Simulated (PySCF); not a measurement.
H₆O₄SiSn. Atoms are numbered in the order given.

```xyz
12

O      1.0959     1.8176     0.9773
Sn     0.5034     0.2326    -0.0343
O      1.4295    -1.4565     0.3693
O      0.7978     0.5945    -1.9498
O     -1.3698    -0.0240     0.4985
Si    -2.5375    -1.1737     0.1996
H      0.5413     1.9312     1.7645
H      2.1914    -1.5682    -0.2193
H      0.7187     1.5432    -2.1315
H     -3.0799    -1.0362    -1.1872
H     -1.9965    -2.5580     0.3575
H     -3.6452    -0.9624     1.1753
```
Charge 0, spin multiplicity 1.

Geometry optimised at r2SCAN-D4/def2-SVP. A frequency run showed that this geometry is not a minimum. The def2 effective core potentials stand for the cores of Sn; spin–orbit coupling is left out. One conformer was computed; it need not be the lowest.

Level of theory: PBE/def2-TZVP (PySCF).

ESP charges are fitted to the potential on shells at 1.4 to 2.0 van der Waals radii. Atomic charges (e):

| atom | Mulliken | Löwdin | ESP fit |
|---|---|---|---|
| O1 | -0.61 | … | -0.70 |
| Sn2 | 1.22 | 0.56 | 1.12 |
| O3 | -0.61 | … | -0.64 |
| O4 | -0.61 | … | -0.67 |
| O5 | -0.53 | … | -0.48 |
| Si6 | 0.28 | 0.11 | 0.38 |
| H7 | 0.32 | 0.17 | 0.41 |
| H8 | 0.32 | 0.17 | 0.40 |
| H9 | 0.32 | 0.17 | 0.41 |
| H10 | -0.04 | … | -0.08 |
| H11 | -0.03 | … | -0.07 |
| H12 | -0.03 | … | -0.06 |

Q: Complete the blanks. (Estimate from the structure and the level; the computed values follow.)

A: 
- O1, Löwdin: -0.30
- O3, Löwdin: -0.29
- O4, Löwdin: -0.30
- O5, Löwdin: -0.17
- H10, Löwdin: -0.04
- H11, Löwdin: -0.04
- H12, Löwdin: -0.04
